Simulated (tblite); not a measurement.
Record of a relaxation.

Compound: C3H6N2Si.
Numbering: `[N:1]#[C:2][CH2:3]/[CH:4]=[N:5]\[SiH3:6]` (hydrogens: H7, H8 on C3; H9 on C4; H10, H11, H12 on Si6)

Computed with GFN2-xTB (tblite), gas phase: L-BFGS steps from a force-field or distance-geometry start until the largest atomic force falls under 0.01 eV/Å. 10 of its 121 geometries are shown.

Step 0: E = -462.4131 eV, largest atomic force 2.794 eV/Å
```
atom  x, y, z in Å  |  force x, y, z in eV/Å
N1     -1.423    2.416    0.396    0.156  -2.327  -0.125
C2     -1.315    1.260    0.389    0.233   1.003   0.468
C3     -1.159   -0.219    0.428   -2.387   1.301  -0.643
C4     -0.675   -0.619   -0.927    2.463  -0.298  -0.350
N5      0.565   -0.638   -1.234   -1.156   0.241   0.851
Si6     1.732   -0.134   -0.025    1.425  -0.149  -0.584
H7     -0.544   -0.551    1.258   -0.124   0.031  -0.101
H8     -2.217   -0.575    0.481    0.567  -0.015   0.491
H9     -1.379   -0.942   -1.678   -0.263   0.088  -0.064
H10     2.894    0.522   -0.679   -0.547  -0.213  -0.054
H11     1.227    0.824    0.942    0.031   0.127   0.209
H12     2.293   -1.345    0.623   -0.398   0.212  -0.096
```

Step 13: E = -462.8227 eV, largest atomic force 0.409 eV/Å
```
atom  x, y, z in Å  |  force x, y, z in eV/Å
N1     -1.393    2.379    0.405   -0.125   0.148  -0.053
C2     -1.397    1.237    0.404    0.185  -0.202   0.166
C3     -1.311   -0.201    0.406   -0.066  -0.065  -0.242
C4     -0.633   -0.615   -0.896   -0.297  -0.002  -0.002
N5      0.592   -0.590   -1.091    0.403   0.020  -0.069
Si6     1.875   -0.111   -0.026   -0.097   0.061   0.127
H7     -0.674   -0.528    1.235   -0.156   0.101  -0.017
H8     -2.311   -0.624    0.503   -0.033  -0.045  -0.041
H9     -1.277   -0.932   -1.722   -0.063   0.050   0.200
H10     2.881    0.515   -0.871   -0.050  -0.099  -0.030
H11     1.398    0.834    0.998    0.188   0.002   0.006
H12     2.251   -1.366    0.628    0.110   0.030  -0.046
```

Step 27: E = -462.8764 eV, largest atomic force 0.083 eV/Å
```
atom  x, y, z in Å  |  force x, y, z in eV/Å
N1     -1.486    2.379    0.413   -0.020  -0.036   0.031
C2     -1.457    1.236    0.425   -0.018   0.033  -0.030
C3     -1.394   -0.202    0.388    0.009   0.024   0.037
C4     -0.628   -0.603   -0.860    0.079   0.010  -0.025
N5      0.606   -0.566   -1.002   -0.058  -0.013  -0.023
Si6     1.940   -0.097   -0.011   -0.002  -0.070   0.010
H7     -0.842   -0.551    1.264   -0.041   0.025   0.040
H8     -2.405   -0.615    0.384    0.019   0.018   0.010
H9     -1.247   -0.932   -1.694    0.006  -0.024  -0.028
H10     2.870    0.441   -0.990    0.032   0.022  -0.018
H11     1.675    0.866    1.059   -0.042   0.040   0.020
H12     2.370   -1.356    0.598    0.035  -0.028  -0.024
```

Step 40: E = -462.8809 eV, largest atomic force 0.031 eV/Å
```
atom  x, y, z in Å  |  force x, y, z in eV/Å
N1     -1.527    2.391    0.434   -0.004   0.022  -0.014
C2     -1.474    1.249    0.420   -0.010   0.004   0.019
C3     -1.395   -0.187    0.386    0.003  -0.002  -0.007
C4     -0.619   -0.606   -0.852   -0.003  -0.008  -0.018
N5      0.615   -0.586   -0.996    0.013  -0.003   0.003
Si6     1.954   -0.115   -0.013    0.013   0.021  -0.001
H7     -0.865   -0.525    1.280    0.005   0.008   0.000
H8     -2.405   -0.601    0.369    0.000  -0.003   0.013
H9     -1.237   -0.942   -1.686   -0.014  -0.010  -0.017
H10     2.883    0.446   -0.987   -0.025   0.002   0.010
H11     1.654    0.850    1.051    0.014  -0.026   0.008
H12     2.416   -1.375    0.568    0.007  -0.005   0.005
```

Step 53: E = -462.8838 eV, largest atomic force 0.047 eV/Å
```
atom  x, y, z in Å  |  force x, y, z in eV/Å
N1     -1.582    2.410    0.416    0.012   0.003  -0.034
C2     -1.499    1.270    0.397   -0.020   0.034  -0.009
C3     -1.392   -0.165    0.377   -0.003   0.010   0.030
C4     -0.618   -0.611   -0.851    0.044   0.007  -0.007
N5      0.618   -0.613   -0.979    0.003  -0.007  -0.009
Si6     1.962   -0.137   -0.006    0.000  -0.023   0.023
H7     -0.846   -0.469    1.273   -0.005  -0.031   0.030
H8     -2.396   -0.592    0.381   -0.009  -0.025   0.005
H9     -1.231   -0.955   -1.685   -0.013   0.009   0.003
H10     2.837    0.489   -0.988    0.006   0.007   0.012
H11     1.676    0.773    1.109   -0.001   0.001  -0.001
H12     2.473   -1.401    0.529   -0.012   0.015  -0.043
```

Step 67: E = -462.8978 eV, largest atomic force 0.083 eV/Å
```
atom  x, y, z in Å  |  force x, y, z in eV/Å
N1     -1.743    2.445    0.141    0.022  -0.022  -0.004
C2     -1.582    1.320    0.270   -0.049  -0.033   0.027
C3     -1.378   -0.098    0.411    0.004  -0.029  -0.034
C4     -0.611   -0.597   -0.803   -0.059  -0.045   0.037
N5      0.623   -0.665   -0.914    0.048  -0.013  -0.057
Si6     1.994   -0.225    0.029   -0.017   0.048  -0.026
H7     -0.798   -0.289    1.318   -0.008   0.053  -0.033
H8     -2.346   -0.599    0.474   -0.021   0.039   0.023
H9     -1.237   -0.916   -1.640    0.026   0.032   0.026
H10     2.676    0.700   -0.868    0.038  -0.022   0.012
H11     1.742    0.430    1.319    0.010  -0.018   0.036
H12     2.663   -1.506    0.237    0.006   0.010  -0.008
```

Step 80: E = -462.9027 eV, largest atomic force 0.044 eV/Å
```
atom  x, y, z in Å  |  force x, y, z in eV/Å
N1     -1.831    2.443   -0.006   -0.008   0.029   0.001
C2     -1.635    1.336    0.197   -0.016  -0.041  -0.002
C3     -1.372   -0.061    0.425    0.005  -0.002  -0.001
C4     -0.614   -0.596   -0.776    0.010   0.020  -0.002
N5      0.620   -0.683   -0.893   -0.003   0.003  -0.008
Si6     2.006   -0.266    0.040    0.001  -0.010   0.003
H7     -0.765   -0.161    1.327    0.007   0.003  -0.001
H8     -2.321   -0.589    0.549    0.005   0.009  -0.003
H9     -1.246   -0.901   -1.612    0.006  -0.009   0.008
H10     2.620    0.791   -0.754   -0.004   0.000   0.004
H11     1.778    0.200    1.417    0.007   0.005  -0.002
H12     2.759   -1.515    0.062   -0.011  -0.008   0.001
```

Step 93: E = -462.9034 eV, largest atomic force 0.018 eV/Å
```
atom  x, y, z in Å  |  force x, y, z in eV/Å
N1     -1.874    2.444   -0.015   -0.004  -0.013  -0.004
C2     -1.658    1.340    0.187   -0.006   0.004   0.002
C3     -1.367   -0.050    0.423    0.002  -0.003   0.000
C4     -0.610   -0.591   -0.775   -0.002   0.011  -0.006
N5      0.624   -0.681   -0.893    0.011   0.009   0.004
Si6     2.012   -0.275    0.041    0.001  -0.015   0.002
H7     -0.752   -0.131    1.323    0.002   0.002  -0.004
H8     -2.306   -0.592    0.557   -0.005  -0.002   0.009
H9     -1.242   -0.904   -1.608    0.001   0.009   0.003
H10     2.622    0.797   -0.735    0.007  -0.014  -0.008
H11     1.800    0.175    1.426   -0.009   0.002   0.003
H12     2.752   -1.533    0.044    0.002   0.011  -0.002
```

Step 107: E = -462.9094 eV, largest atomic force 0.181 eV/Å
```
atom  x, y, z in Å  |  force x, y, z in eV/Å
N1     -2.295    2.350   -0.056    0.076  -0.159   0.041
C2     -1.868    1.313    0.175   -0.038   0.068  -0.021
C3     -1.323    0.004    0.439   -0.064   0.038  -0.005
C4     -0.569   -0.470   -0.788    0.004   0.026  -0.007
N5      0.661   -0.595   -0.912   -0.042  -0.018   0.019
Si6     2.069   -0.349    0.046    0.002   0.006  -0.028
H7     -0.656    0.057    1.303   -0.012   0.002  -0.031
H8     -2.153   -0.681    0.643    0.056   0.037   0.013
H9     -1.212   -0.702   -1.640    0.003  -0.007  -0.021
H10     2.819    0.612   -0.755   -0.005  -0.021   0.043
H11     1.880    0.147    1.416    0.010   0.035   0.016
H12     2.649   -1.687    0.103    0.011  -0.008  -0.019
```

Step 120: E = -462.9115 eV, largest atomic force 0.008 eV/Å
```
atom  x, y, z in Å  |  force x, y, z in eV/Å
N1     -2.440    2.301   -0.083   -0.001  -0.005   0.000
C2     -1.944    1.300    0.158    0.001   0.003   0.000
C3     -1.304    0.042    0.438    0.000   0.001   0.002
C4     -0.560   -0.431   -0.795    0.000   0.001   0.000
N5      0.666   -0.589   -0.910    0.003   0.002  -0.002
Si6     2.077   -0.389    0.054    0.005   0.001  -0.006
H7     -0.611    0.165    1.273   -0.003   0.000   0.001
H8     -2.074   -0.691    0.699    0.003   0.003  -0.002
H9     -1.202   -0.639   -1.653    0.000  -0.003   0.002
H10     2.855    0.573   -0.716   -0.002  -0.003   0.000
H11     1.905    0.097    1.433   -0.002  -0.003   0.003
H12     2.633   -1.738    0.078   -0.003   0.003   0.001
```

**Question.** Summarise the path.

**Answer.** The energy falls by 48.09 kJ/mol from step 0 to step 120; nine tenths of that is first reached at step 19. It rises by more than 0.2 meV at steps 63 and 106. The largest force goes from 2.794 to 0.008 eV/Å. Among the bonds C2–C3 changes most, from 1.488 to 1.439 Å; the atoms move by 0.626 Å rms after alignment.

**Question.** Follow the three bonds and two angles with the largest change from start to end.

**Answer.** 
```
step  E above end (kJ/mol)  largest force (eV/Å)  C2–C3 (Å)  C4=N5 (Å)  N5–Si6 (Å)  C4–N5–Si6 (°)  H10–Si6–H12 (°)
   0                 48.09                 2.794      1.488      1.278       1.754          118.4            104.9
   5                 20.25                 0.566      1.440      1.242       1.748          122.4            109.8
  10                 11.32                 0.407      1.441      1.252       1.741          127.9            116.9
  16                  5.68                 0.199      1.439      1.242       1.723          132.3            115.8
  21                  4.25                 0.143      1.439      1.242       1.733          132.0            114.6
  26                  3.51                 0.111      1.439      1.244       1.727          135.0            114.4
  31                  3.18                 0.063      1.439      1.242       1.729          134.6            113.9
  37                  2.99                 0.030      1.440      1.242       1.727          135.4            113.5
  42                  2.92                 0.030      1.439      1.242       1.727          135.3            113.3
  47                  2.83                 0.061      1.441      1.242       1.727          135.2            113.5
  52                  2.71                 0.054      1.439      1.243       1.726          135.6            114.0
  57                  2.49                 0.100      1.440      1.242       1.727          135.2            114.5
  63                  1.97                 0.237      1.440      1.243       1.720          137.1            115.9
  68                  1.24                 0.064      1.440      1.241       1.722          136.8            115.4
  73                  0.96                 0.061      1.440      1.242       1.723          136.6            115.1
  78                  0.87                 0.029      1.440      1.242       1.722          136.9            114.2
  83                  0.83                 0.014      1.440      1.242       1.722          136.9            114.4
  89                  0.80                 0.021      1.440      1.242       1.722          137.2            114.8
  94                  0.77                 0.032      1.440      1.242       1.722          137.1            115.1
  99                  0.64                 0.033      1.440      1.242       1.721          137.6            114.2
 104                  0.41                 0.093      1.439      1.242       1.722          137.3            114.6
 110                  0.14                 0.083      1.441      1.242       1.721          137.8            114.9
 115                  0.01                 0.040      1.440      1.242       1.721          137.9            114.6
 120                  0.00                 0.008      1.439      1.242       1.721          138.0            114.6
```

What follows is the cost of the whole relaxation. Hardware: one thread, Arm Neoverse N1 (aarch64), on a shared host. Cost: 0.98 s wall.
